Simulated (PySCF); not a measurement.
C₆H₁₈AlP.
Atom-mapped SMILES: `[CH3:1][Al-:2]([CH3:3])([CH3:4])[P+:5]([CH3:6])([CH3:7])[CH3:8]` (hydrogens: H9, H10, H11 on C1; H12, H13, H14 on C3; H15, H16, H17 on C4; H18, H19, H20 on C6; H21, H22, H23 on C7; H24, H25, H26 on C8)

A GFN2-xTB structure was refined with PySCF, PBE0-D3(BJ)/def2-SVP geometry optimisation, gas phase. Its GFN2-xTB values:

| coordinate | GFN2-xTB |
| --- | --- |
| C1–Al2 | 2.002 Å |
| C1–H9 | 1.097 Å |
| Al2–P5 | 2.576 Å |
| P5–C6 | 1.837 Å |
| C6–H18 | 1.088 Å |
| C1–Al2–C3 | 118.8° |
| C1–Al2–P5 | 95.3° |
| Al2–P5–C6 | 116.4° |
| Al2–P5–C7 | 119.1° |
| C3–Al2–P5 | 95.6° |
| C6–P5–C7 | 100.7° |
| C1–Al2–P5–C6 | 170° |

**Question.** How do these coordinates change at the PBE0-D3(BJ)/def2-SVP level?

**Answer.** 
```tsv
coordinate	PBE0-D3(BJ)/def2-SVP (Å or °)	change
Al2–P5	2.488	-0.088
C1–Al2	1.989	-0.013
C6–H18	1.100	+0.012
P5–C6	1.828	-0.009
C1–H9	1.104	+0.007
C1–Al2–P5	100.5	+5.2
C6–P5–C7	104.1	+3.4
Al2–P5–C7	115.8	-3.3
C3–Al2–P5	98.7	+3.1
Al2–P5–C6	113.7	-2.7
C1–Al2–C3	117.1	-1.7
C1–Al2–P5–C6	177	+7
```

The energy falls by 2.9 kcal/mol over 13 energy and gradient evaluations, the largest force component goes from 0.0130 to 3.4e-04 Eh/bohr, and the atoms move by 0.175 Å rms after alignment. The bond that changes most is Al2–P5 (ends: aluminium bonded to 3 C and P; phosphorus bonded to Al and 3 C), which shortens by 0.088 Å. Bonds longer at the end by more than 0.005 Å: 18 of 25; shorter: 7. Among the dihedrals that turn most is C1–Al2–C3–H12, from 150° to 166°. Rotational constants go from 1497, 880.4, 879.3 to 1504, 897.4, 896.9 MHz.

The run used 210 basis functions and 74 SCF cycles in all. On an Arm Neoverse V1 with one thread, shared host, this took 5.6 min.

Stationary, but not proved a minimum.
